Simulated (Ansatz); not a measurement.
Start from `N[SiH](O)S` and change one element to get `[NH2][SnH]([OH])[SH]`.

Ansatz, PBE0-D4/def2-TZVP geometries, multiplicity 1. Each molecule was computed in one conformer, which needn't be the lowest.

Elements past krypton have def2 core potentials.

```
                                                                                  property  `N[SiH](O)S`
                                                   HOMO–LUMO gap (ωB97M-V/def2-TZVPP) / eV         11.73
                                                     HOMO–LUMO gap (B3LYP/def2-TZVPP) / eV          7.29
                                                     HOMO energy (ωB97M-V/def2-TZVPP) / eV         -9.61
ideal-gas entropy at 298 K and 1 bar (rigid rotor, harmonic PBE0-D4/def2-TZVP) / J/(mol·K)           336
                                          size of the dipole moment (B3LYP/def2-TZVPP) / D          1.07
                                                       HOMO–LUMO gap (PBE/def2-TZVPP) / eV          5.68
```

(1) What does the change do to each property? (An estimate is asked.)

Answers

(1) Computed: 
| property | `[NH2][SnH]([OH])[SH]` | shift |
| --- | --- | --- |
| HOMO–LUMO gap (ωB97M-V/def2-TZVPP) / eV | 10.87 | -0.86 |
| HOMO–LUMO gap (B3LYP/def2-TZVPP) / eV | 6.19 | -1.10 |
| HOMO energy (ωB97M-V/def2-TZVPP) / eV | -9.72 | -0.11 |
| ideal-gas entropy at 298 K and 1 bar (rigid rotor, harmonic PBE0-D4/def2-TZVP) / J/(mol·K) | 378 | 42 |
| size of the dipole moment (B3LYP/def2-TZVPP) / D | 1.36 | 0.29 |
| HOMO–LUMO gap (PBE/def2-TZVPP) / eV | 4.49 | -1.19 |

With PBE0 the HOMO falls by 0.09 eV and the LUMO falls by 1.17 eV, so the gap narrows by about 1.08 eV. PBE moves the HOMO by -0.01 eV and ωB97M-V by -0.11 eV. Dipoles are sizes alone; their direction can turn.

B3LYP here is the variant with VWN-RPA as its local correlation; programs differ in this.
